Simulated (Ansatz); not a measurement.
Born–Oppenheimer molecular dynamics of H10O2Si4 (16 atoms, charge 0, multiplicity 1). It goes on from the last frame of an earlier run, with new velocities.

Method: Ansatz, RKS PBE-D4/STO-3G.

| Property | Result |
| --- | --- |
| ensemble | NVE (velocity Verlet) |
| time step | 0.5 fs |
| steps asked | 166 |
| starting velocities drawn for | 2000 K |
| seed | 945588 |

First frame:

```xyz
16
Properties=species:S:1:pos:R:3
Si -0.081 -0.344 0.083
Si 0.367 0.018 2.241
H -0.769 0.540 2.946
H 0.624 -1.227 2.965
H 1.469 0.928 2.529
O 1.238 0.106 -0.945
Si 2.544 -1.032 -0.774
H 2.225 -2.379 -1.150
H 3.704 -0.588 -1.532
H 2.885 -1.161 0.668
H -1.228 0.482 -0.355
O -0.405 -2.002 -0.268
Si -1.948 -2.583 0.356
H -2.184 -2.623 1.793
H -3.107 -1.780 -0.126
H -1.965 -3.885 -0.273
```

Q: What does the run give?

A: The run went to its last step.

```
steps done                                               : 166
time covered                                             : 83 fs
mean temperature over the second half                    : 1284 K
spread of the potential energy over the second half      : 17.7 meV per atom
mean potential energy of the second half above the start : 81.6 meV per atom
```

The conserved energy stayed within 1.2 meV per atom of its start (net change 0.99 meV per atom), so the integration is sound. A run of 0.083 ps of so small a system gives no equilibrium averages. Limits of this set-up: minimal basis.

Q: What happens to the structure?

A: The same pairs are bonded in the first frame and the last. Pairs count as bonded within 1.25 times the sum of covalent radii (0.12 Å more for H–H). Another seed would give other details.

Q: How do temperature and energy run in time?

A: 
```json
{"time (fs)": "0", "T (K)": "2000", "potential energy less start (eV)": "0.000", "conserved less start (meV/atom)": "0.00"}
{"time (fs)": "2.5", "T (K)": "1383", "potential energy less start (eV)": "1.131", "conserved less start (meV/atom)": "0.97"}
{"time (fs)": "5", "T (K)": "1295", "potential energy less start (eV)": "1.286", "conserved less start (meV/atom)": "0.67"}
{"time (fs)": "7.5", "T (K)": "1374", "potential energy less start (eV)": "1.139", "conserved less start (meV/atom)": "0.46"}
{"time (fs)": "10", "T (K)": "944", "potential energy less start (eV)": "1.928", "conserved less start (meV/atom)": "1.03"}
{"time (fs)": "12.5", "T (K)": "1446", "potential energy less start (eV)": "1.005", "conserved less start (meV/atom)": "0.16"}
{"time (fs)": "15", "T (K)": "1279", "potential energy less start (eV)": "1.316", "conserved less start (meV/atom)": "0.75"}
{"time (fs)": "17.5", "T (K)": "1163", "potential energy less start (eV)": "1.528", "conserved less start (meV/atom)": "0.76"}
{"time (fs)": "20", "T (K)": "1387", "potential energy less start (eV)": "1.117", "conserved less start (meV/atom)": "0.48"}
{"time (fs)": "22.5", "T (K)": "1058", "potential energy less start (eV)": "1.716", "conserved less start (meV/atom)": "0.71"}
{"time (fs)": "25", "T (K)": "1263", "potential energy less start (eV)": "1.343", "conserved less start (meV/atom)": "0.60"}
{"time (fs)": "27.5", "T (K)": "1466", "potential energy less start (eV)": "0.972", "conserved less start (meV/atom)": "0.34"}
{"time (fs)": "30", "T (K)": "1011", "potential energy less start (eV)": "1.807", "conserved less start (meV/atom)": "1.00"}
{"time (fs)": "32.5", "T (K)": "1302", "potential energy less start (eV)": "1.270", "conserved less start (meV/atom)": "0.45"}
{"time (fs)": "35", "T (K)": "1099", "potential energy less start (eV)": "1.640", "conserved less start (meV/atom)": "0.58"}
{"time (fs)": "37.5", "T (K)": "921", "potential energy less start (eV)": "1.969", "conserved less start (meV/atom)": "1.04"}
{"time (fs)": "40", "T (K)": "1432", "potential energy less start (eV)": "1.030", "conserved less start (meV/atom)": "0.14"}
{"time (fs)": "42.5", "T (K)": "1071", "potential energy less start (eV)": "1.699", "conserved less start (meV/atom)": "1.05"}
{"time (fs)": "45", "T (K)": "1447", "potential energy less start (eV)": "1.008", "conserved less start (meV/atom)": "0.44"}
{"time (fs)": "47.5", "T (K)": "1494", "potential energy less start (eV)": "0.926", "conserved less start (meV/atom)": "0.58"}
{"time (fs)": "50", "T (K)": "1237", "potential energy less start (eV)": "1.394", "conserved less start (meV/atom)": "0.87"}
{"time (fs)": "52.5", "T (K)": "1505", "potential energy less start (eV)": "0.900", "conserved less start (meV/atom)": "0.25"}
{"time (fs)": "55", "T (K)": "1121", "potential energy less start (eV)": "1.605", "conserved less start (meV/atom)": "0.89"}
{"time (fs)": "57.5", "T (K)": "1217", "potential energy less start (eV)": "1.427", "conserved less start (meV/atom)": "0.58"}
{"time (fs)": "60", "T (K)": "1385", "potential energy less start (eV)": "1.122", "conserved less start (meV/atom)": "0.57"}
{"time (fs)": "62.5", "T (K)": "1188", "potential energy less start (eV)": "1.481", "conserved less start (meV/atom)": "0.75"}
{"time (fs)": "65", "T (K)": "1428", "potential energy less start (eV)": "1.044", "conserved less start (meV/atom)": "0.58"}
{"time (fs)": "67.5", "T (K)": "1437", "potential energy less start (eV)": "1.025", "conserved less start (meV/atom)": "0.44"}
{"time (fs)": "70", "T (K)": "1131", "potential energy less start (eV)": "1.587", "conserved less start (meV/atom)": "0.89"}
{"time (fs)": "72.5", "T (K)": "1366", "potential energy less start (eV)": "1.154", "conserved less start (meV/atom)": "0.45"}
{"time (fs)": "75", "T (K)": "1153", "potential energy less start (eV)": "1.545", "conserved less start (meV/atom)": "0.70"}
{"time (fs)": "77.5", "T (K)": "1132", "potential energy less start (eV)": "1.584", "conserved less start (meV/atom)": "0.85"}
{"time (fs)": "80", "T (K)": "1427", "potential energy less start (eV)": "1.041", "conserved less start (meV/atom)": "0.22"}
{"time (fs)": "82.5", "T (K)": "995", "potential energy less start (eV)": "1.834", "conserved less start (meV/atom)": "1.01"}
```

Time of the run: 13 min on 1 thread of Arm Neoverse V1, on a shared host, peak memory 0.11 GiB.
